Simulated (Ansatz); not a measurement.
Si₃₉H₄₄, a nanocrystal cut from hexagonal silicon, 83 atoms. Hardware: 11 threads of AMD EPYC 7R13 on a shared host and a whole NVIDIA H100 80GB HBM3.

Single mean-field runs in def2-SVP, def2-TZVP are fitted with def2-universal-jkfit.

**Question.** How many basis functions does each of these Ansatz runs have, and roughly what does it cost? PBE0-D4/def2-SVP, charge 1 doublet at the geometry of the charge 0 singlet, energy; PBE0-D4/def2-TZVP, charge 0 singlet, energy, from earlier orbitals; LC-ωPBE/def2-SVP, charge 1 doublet at the geometry of the charge 0 singlet, energy, from earlier orbitals; PBE0-D4/def2-SVP, charge 0 singlet, energy, from earlier orbitals; PBE-D4/def2-SVP, charge 0 triplet at the geometry of the charge 0 singlet, energy, from earlier orbitals; PBE-D4/def2-TZVP, charge 0 singlet, energy, from earlier orbitals; PBE-D4/def2-SVP, charge 1 doublet at the geometry of the charge 0 singlet, energy, from earlier orbitals; PBE-D4/def2-SVP, charge 0 singlet, relaxation, 5 steps; LC-ωPBE/def2-SVP, charge -1 doublet at the geometry of the charge 0 singlet, energy, from earlier orbitals; LC-ωPBE/def2-SVP, charge 0 singlet, energy, from earlier orbitals; PBE-D4/def2-SVP, charge -1 doublet at the geometry of the charge 0 singlet, energy, from earlier orbitals; PBE0-D4/def2-SVP, charge -1 doublet at the geometry of the charge 0 singlet, energy.

**Answer.** Other jobs shared the machine, so times can vary by a factor of up to 3.

```tsv
run	functions	fitting or Cholesky vectors	wall time	peak host memory (GiB)
PBE0-D4/def2-SVP, charge 0 singlet, energy, from earlier orbitals	922	5784	8.5 s	1.5
LC-ωPBE/def2-SVP, charge 0 singlet, energy, from earlier orbitals	922	5784	9.5 s	1.7
PBE-D4/def2-TZVP, charge 0 singlet, energy, from earlier orbitals	1707	5784	10 s	1.9
PBE-D4/def2-SVP, charge 1 doublet at the geometry of the charge 0 singlet, energy, from earlier orbitals	922	5784	12 s	1.9
PBE-D4/def2-SVP, charge -1 doublet at the geometry of the charge 0 singlet, energy, from earlier orbitals	922	5784	16 s	1.8
PBE-D4/def2-SVP, charge 0 triplet at the geometry of the charge 0 singlet, energy, from earlier orbitals	922	5784	19 s	1.9
PBE0-D4/def2-TZVP, charge 0 singlet, energy, from earlier orbitals	1707	5784	19 s	1.9
PBE-D4/def2-SVP, charge 0 singlet, relaxation, 5 steps	922	5784	23 s	1.6
PBE0-D4/def2-SVP, charge 1 doublet at the geometry of the charge 0 singlet, energy	922	5784	28 s	1.9
LC-ωPBE/def2-SVP, charge 1 doublet at the geometry of the charge 0 singlet, energy, from earlier orbitals	922	5784	37 s	1.9
PBE0-D4/def2-SVP, charge -1 doublet at the geometry of the charge 0 singlet, energy	922	5784	40 s	1.9
LC-ωPBE/def2-SVP, charge -1 doublet at the geometry of the charge 0 singlet, energy, from earlier orbitals	922	5784	43 s	1.9
```
